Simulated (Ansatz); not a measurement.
BH4N2SSb, SMILES `NB1[NH][SbH][S]1`, relaxed with RKS PBE-D4/def2-SVP in the Gaussian-basis code of Ansatz from a rough embedded geometry. The force threshold is 0.03 eV/Å; the program also tests the step.

Charge 0, multiplicity 1. Sb: def2 effective core potential.

Start:

```xyz
9

N    -1.570   -0.857   -0.372
B    -0.769    0.316    0.188
N     0.332    0.355    1.273
Sb    1.874    1.304    0.485
S    -0.127    1.968   -0.583
H    -1.077   -1.715   -0.215
H    -1.523   -0.732   -1.459
H     0.618   -0.696    1.416
H     2.240    0.057   -0.732
```

Q: How much energy does the relaxation release, and in how many steps? (An estimate is asked.)

A: The calculation gave: 186.39 kJ/mol, in 13 steps, 1 of them rejected.

Q: Which bonds change most? (An estimate is asked.)

A: Ansatz gave: Sb4–S5 from 2.364 to 2.483 Å; N1–B2 from 1.527 to 1.415 Å; N3–Sb4 from 1.976 to 2.087 Å; B2–N3 from 1.546 to 1.435 Å.

Q: Give the relaxed structure. (Estimate.)

A: The calculation gave: 
```xyz
9

N    -1.557   -0.762   -0.412
B    -0.395    0.005   -0.160
N     0.639   -0.249    0.804
Sb    1.712    1.536    0.671
S    -0.023    1.594   -1.104
H    -1.761   -1.641    0.062
H    -2.233   -0.510   -1.130
H     0.603   -0.888    1.600
H     3.016    0.915   -0.332
```
